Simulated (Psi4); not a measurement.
C4H12NbO4 (SMILES C[O][Nb+]([O]C)([O]C)[O]C), charge +1, singlet, geometry from GFN2-xTB (such geometries of metal compounds can be far from the true shape) (the multiplicity is a formal guess) (all electrons, no relativity). Base run: PBE/3-21G run with Psi4 1.11.

Psi4 was given this input:
```
memory 2 GB

molecule {
1 1
  Nb   -0.00005262    0.00011392    0.00032409
  O    -1.47219446    0.32120973    0.92316913
  C    -2.63098894    0.57686600    1.65307322
  H    -2.52886818    1.53397470    2.18084728
  H    -3.49065436    0.62585302    0.97221725
  H    -2.78977410   -0.22693401    2.38360706
  O    -0.42929169   -0.63934328   -1.58991579
  C    -0.77103677   -1.14547962   -2.84211624
  H    -0.77417333   -0.33173648   -3.57888426
  H    -0.03953021   -1.90680968   -3.14262749
  H    -1.76981549   -1.59848655   -2.79497390
  O     0.98993774   -1.18279244    0.86242109
  C     1.77131540   -2.11544460    1.54127424
  H     2.42326197   -2.63679800    0.82842656
  H     2.38763040   -1.60241083    2.29090424
  H     1.12119378   -2.84496943    2.04137386
  O     0.91117948    1.50129405   -0.19514843
  C     1.63115629    2.68335904   -0.35399108
  H     0.96870465    3.54243225   -0.18611142
  H     2.45548538    2.71158026    0.37035245
  H     2.03897230    2.73088516   -1.37206848
}

set basis 3-21g
set scf_type pk

energy('pbe')
print_variables()
```

The base run was repeated with changes; each row names its change, and settings that it needs were set with it.

| change | ΔE vs base (mEh) | SCF cycles | grid points | basis functions | outcome |
|---|---|---|---|---|---|
| base | 0.000 | 9 | 449394 | 135 | converged |
| e_convergence = 1e-8 | 0.000 | 10 | 449394 | 135 | converged |
| dft_nuclear_scheme = stratmann | -0.025 | 9 | 414068 | 135 | converged |
| dft_basis_tolerance = 1e-8 | 0.000 | 9 | 449165 | 135 | converged |
| ints_tolerance = 1e-8 | 0.001 | 9 | 449394 | 135 | converged |
| dft_pruning_scheme = robust | 0.000 | 9 | 314722 | 135 | converged |
| d_convergence = 1e-8 | 0.000 | 12 | 449394 | 135 | converged |
| diis_max_vecs = 3 | 0.000 | 19 | 449394 | 135 | converged |
| guess = sadno | 0.000 | 11 | 449394 | 135 | converged |
| dft_spherical_points = 194 | -0.126 | 9 | 288856 | 135 | converged |
| cholesky_tolerance = 1e-3 (with scf_type cd) | - | - | - | 135 | input refused |
| dft_nuclear_scheme = becke | 0.128 | 9 | 445837 | 135 | converged |
| dft_spherical_points = 434 | -0.042 | 9 | 645383 | 135 | converged |

- cholesky_tolerance = 1e-3 (with scf_type cd): ended with `Fatal Error: Not enough memory for CD.`
